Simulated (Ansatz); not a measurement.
`[CH3][Al]([OH])[Se][GaH2]` and `[CH3][Al]([OH])[SH]` differ in one atom or group.

Ansatz, PBE0-D4/def2-TZVP geometries, multiplicity 1. Each molecule was computed in one conformer, which needn't be the lowest. `[CH3][Al]([OH])[Se][GaH2]` holds a close contact that its SMILES doesn't draw: Ga···O 2.10 Å.

Scalar relativity is left out up to krypton. Spin–orbit coupling is left out; it splits and shifts lone-pair levels of the heavy atoms by tenths of an eV.

| property | `[CH3][Al]([OH])[Se][GaH2]` |
| --- | --- |
| size of the dipole moment (ωB97M-V/def2-TZVPP) / D | 4.63 |
| HOMO energy (PBE0/def2-TZVPP) / eV | -6.62 |
| size of the dipole moment (B3LYP/def2-TZVPP) / D | 4.49 |
| HOMO–LUMO gap (ωB97M-V/def2-TZVPP) / eV | 9.53 |
| size of the dipole moment (PBE/def2-TZVPP) / D | 4.38 |
| HOMO–LUMO gap (PBE/def2-TZVPP) / eV | 4.18 |

Give the same properties after the change, and the shifts. (Estimate.)

Computed: 
```tsv
property	`[CH3][Al]([OH])[SH]`	shift
size of the dipole moment (ωB97M-V/def2-TZVPP) / D	0.62	-4.01
HOMO energy (PBE0/def2-TZVPP) / eV	-7.58	-0.96
size of the dipole moment (B3LYP/def2-TZVPP) / D	0.62	-3.87
HOMO–LUMO gap (ωB97M-V/def2-TZVPP) / eV	11.14	1.61
size of the dipole moment (PBE/def2-TZVPP) / D	0.64	-3.74
HOMO–LUMO gap (PBE/def2-TZVPP) / eV	5.41	1.23
```

With PBE0 the HOMO falls by 0.96 eV and the LUMO rises by 0.46 eV, so the gap widens by about 1.42 eV. PBE moves the HOMO by -0.78 eV and ωB97M-V by -1.09 eV. The zero-point energy changes by -17.9 kJ/mol with -6 modes. Dipoles are sizes alone; their direction can turn.

B3LYP here is the variant with VWN-RPA as its local correlation; programs differ in this.
